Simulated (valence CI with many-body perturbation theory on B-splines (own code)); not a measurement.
**E1 transitions of Zn XVI**

Computed by configuration interaction combined with many-body perturbation theory (CI+MBPT): five valence electrons over a frozen Dirac-Fock core [Ne], a basis of 9 s, 9 p, 8 d, 6 f, 3 g, 1 h functions for each j, with the one-electron correlation potential Σ1, the two-electron term Σ2, the three-electron term Σ3, Breit, model QED; selected CI, second order for the rest (own B-spline code, finite nucleus).

No measured spectrum was set against this ion. As an estimate, levels of excited configurations hold to 0.05 to 0.15 % of their energy, terms of the ground configuration to about 0.5 %. Among the levels kept, up to 460 cm⁻¹ of a level comes from second order outside the variational space, and about a tenth of that is noise between levels of different J, which matters for small intervals.

Lines 101 to 150 of 166 in falling wavelength, among levels below 859120 cm⁻¹, chosen from the strongest by gf and those to the six lowest levels. Wavelengths and rates use the calculated energies, so an error of 300 cm⁻¹ moves a line at 17.83 nm by 0.054 % and its rate by three times that or more. Electric multipoles are in the length gauge, E1 and E2 with the static RPA response of the core. Weak lines are less certain than strong ones. Lines between different terms over intervals too small for the method are left out, as are lines whose strength nearly cancels. The highest levels of a list are the least certain.

Names give the largest LS component (configuration and term), which can be under half, so a name can repeat, a term be missing and a line seem to break the LS rules; names also repeat where a configuration has a term twice. Letters in brackets count levels of one name in rising energy.

```tsv
λ vac (nm)	Upper	Lower	A (s⁻¹)	S (a.u.)
17.83	3s²3p²3d ²D_3/2 [a]	3s²3p³ ²P°_3/2	2.98e+08	3.33e-03
17.67	3s²3p²3d ⁴P_3/2	3s²3p³ ²P°_1/2	3.01e+03	3.27e-08
17.61	3s²3p²3d ²F_5/2 [a]	3s²3p³ ⁴S°_3/2	3.78e+08	6.11e-03
17.60	3s²3p²3d ⁴P_1/2 [a]	3s²3p³ ²P°_1/2	4.01e+09	2.16e-02
17.34	3s²3p²3d ⁴P_1/2 [b]	3s²3p³ ²P°_1/2	7.68e+09	3.95e-02
17.31	3s²3p²3d ²G_7/2	3s²3p³ ²D°_5/2	1.10e+09	2.25e-02
17.29	3s²3p²3d ⁴D_1/2	3s²3p³ ⁴S°_3/2	1.99e+08	1.02e-03
17.25	3s²3p²3d ⁴D_3/2	3s²3p³ ⁴S°_3/2	1.18e+09	1.19e-02
17.24	3s²3p²3d ²D_3/2 [a]	3s²3p³ ²P°_1/2	2.06e+08	2.08e-03
17.22	3s²3p²3d ²D_5/2 [a]	3s²3p³ ²P°_3/2	4.86e+09	7.35e-02
17.19	3s²3p²3d ²P_3/2 [b]	3s²3p³ ²D°_5/2	5.37e+10	5.39e-01
16.96	3s²3p²3d ⁴D_5/2	3s²3p³ ⁴S°_3/2	1.43e+09	2.06e-02
16.84	3s²3p²3d ⁴P_5/2	3s²3p³ ²D°_5/2	3.70e+09	5.24e-02
16.84	3s²3p²3d ²P_3/2 [b]	3s²3p³ ²D°_3/2	3.26e+10	3.07e-01
16.76	3s²3p²3d ²D_3/2 [b]	3s²3p³ ²P°_3/2	7.71e+08	7.16e-03
16.63	3s²3p²3d ⁴P_3/2	3s²3p³ ²D°_5/2	2.78e+09	2.53e-02
16.63	3s²3p²3d ²D_5/2 [b]	3s²3p³ ²P°_3/2	2.73e+09	3.71e-02
16.50	3s²3p²3d ⁴P_5/2	3s²3p³ ²D°_3/2	2.27e+09	3.03e-02
16.34	3s²3p²3d ²P_1/2	3s²3p³ ²P°_3/2	3.41e+09	1.47e-02
16.30	3s²3p²3d ⁴P_3/2	3s²3p³ ²D°_3/2	5.06e+07	4.33e-04
16.26	3s²3p²3d ²D_3/2 [a]	3s²3p³ ²D°_5/2	9.55e+09	8.10e-02
16.24	3s²3p²3d ⁴P_1/2 [a]	3s²3p³ ²D°_3/2	1.35e+10	5.73e-02
16.24	3s²3p²3d ²D_3/2 [b]	3s²3p³ ²P°_1/2	9.48e+09	8.01e-02
16.19	3s²3p²3d ²F_5/2 [b]	3s²3p³ ²P°_3/2	9.15e+08	1.15e-02
16.02	3s²3p²3d ⁴P_1/2 [b]	3s²3p³ ²D°_3/2	4.76e+10	1.93e-01
15.94	3s²3p²3d ²D_3/2 [a]	3s²3p³ ²D°_3/2	5.93e+09	4.74e-02
15.85	3s²3p²3d ²P_3/2 [c]	3s²3p³ ²P°_3/2	5.92e+10	4.65e-01
15.84	3s²3p²3d ²P_1/2	3s²3p³ ²P°_1/2	8.08e+10	3.17e-01
15.78	3s²3p²3d ²S_1/2	3s²3p³ ²P°_3/2	7.88e+10	3.05e-01
15.75	3s²3p²3d ²D_5/2 [a]	3s²3p³ ²D°_5/2	5.71e+10	6.60e-01
15.52	3s²3p²3d ²P_3/2 [b]	3s²3p³ ⁴S°_3/2	2.41e+09	1.78e-02
15.45	3s²3p²3d ²D_5/2 [a]	3s²3p³ ²D°_3/2	2.10e+09	2.30e-02
15.39	3s²3p²3d ²P_3/2 [c]	3s²3p³ ²P°_1/2	3.11e+10	2.23e-01
15.36	3s²3p²3d ²D_3/2 [b]	3s²3p³ ²D°_5/2	1.62e+10	1.16e-01
15.31	3s²3p²3d ²S_1/2	3s²3p³ ²P°_1/2	3.07e+09	1.09e-02
15.25	3s²3p²3d ²D_5/2 [b]	3s²3p³ ²D°_5/2	2.71e+10	2.85e-01
15.23	3s²3p²3d ⁴P_5/2	3s²3p³ ⁴S°_3/2	1.05e+11	1.10e+00
15.08	3s²3p²3d ²D_3/2 [b]	3s²3p³ ²D°_3/2	7.67e+10	5.19e-01
15.06	3s²3p²3d ⁴P_3/2	3s²3p³ ⁴S°_3/2	1.04e+11	7.04e-01
15.04	3s²3p²3d ²D_5/2 [c]	3s²3p³ ²P°_3/2	1.15e+11	1.16e+00
15.04	3s²3p²3d ²D_3/2 [c]	3s²3p³ ²P°_3/2	3.20e+10	2.15e-01
15.01	3s²3p²3d ⁴P_1/2 [a]	3s²3p³ ⁴S°_3/2	7.85e+10	2.62e-01
14.97	3s²3p²3d ²D_5/2 [b]	3s²3p³ ²D°_3/2	7.91e+09	7.86e-02
14.88	3s²3p²3d ²F_5/2 [b]	3s²3p³ ²D°_5/2	1.43e+10	1.39e-01
14.82	3s²3p²3d ⁴P_1/2 [b]	3s²3p³ ⁴S°_3/2	4.12e+10	1.32e-01
14.75	3s²3p²3d ²D_3/2 [a]	3s²3p³ ⁴S°_3/2	1.39e+10	8.79e-02
14.73	3s²3p²3d ²P_1/2	3s²3p³ ²D°_3/2	4.03e+09	1.27e-02
14.61	3s²3p²3d ²D_3/2 [c]	3s²3p³ ²P°_1/2	8.38e+10	5.17e-01
14.61	3s²3p²3d ²F_5/2 [b]	3s²3p³ ²D°_3/2	1.18e+11	1.09e+00
14.61	3s²3p²3d ²F_7/2 [b]	3s²3p³ ²D°_5/2	1.35e+11	1.66e+00
```
